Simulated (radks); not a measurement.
Question: Pd+, 45 electrons, occupied as [Kr] 4d8.5 5p0.5 (fractional occupations, a model configuration). Calculated with a radial shooting solver on a logarithmic mesh with Libxc functionals: scalar-relativistic Kohn-Sham, LDA (Slater exchange, Perdew-Wang correlation), spin-polarised, spherical densities, finite nucleus; open shells are filled with parallel spins first (spin-orbit coupling, left out, can overturn this in heavy ions); Fermi nuclear charge, rms radius 4.5318 fm. Some entries of the table are withheld. Estimate them.

| orbital | occ. | eigenvalue (hartree) | <r^2> (bohr^2) |
|---|---|---|---|
| 1s up | 1 | -887.4536 | 0.001374 |
| 1s down | 1 | -887.4532 | 0.001374 |
| 2s up | 1 | -130.0583 | 0.02261 |
| 2s down | 1 | -130.0492 | 0.02261 |
| 2p up | 3 | -116.7408 | 0.01779 |
| 2p down | 3 | -116.7334 | 0.01779 |
| 3s up | 1 | -23.86340 | 0.1653 |
| 3s down | 1 | -23.85680 | 0.1652 |
| 3p up | 3 | -19.48592 | 0.1671 |
| 3p down | 3 | -19.47875 | 0.1671 |
| 3d up | 5 | -12.51001 | 0.1529 |
| 3d down | 5 | -12.50061 | 0.1529 |
| 4s up | 1 | -3.67620 | 1.009 |
| 4s down | 1 | -3.63962 | 1.008 |
| 4p up | 3 | -2.41878 | 1.233 |
| 4p down | 3 | -2.38117 | 1.232 |
| 4d up | 5 | -0.64933 | 2.466 |
| 4d down | 3.5 | -0.61224 | 2.491 |
| 5p up | 0.5 | (1) | 14.42 |
| 5p down | 0 | (2) | 15.21 |

Answer: 
(1) 5p up eigenvalue (hartree): -0.28183
(2) 5p down eigenvalue (hartree): -0.25873
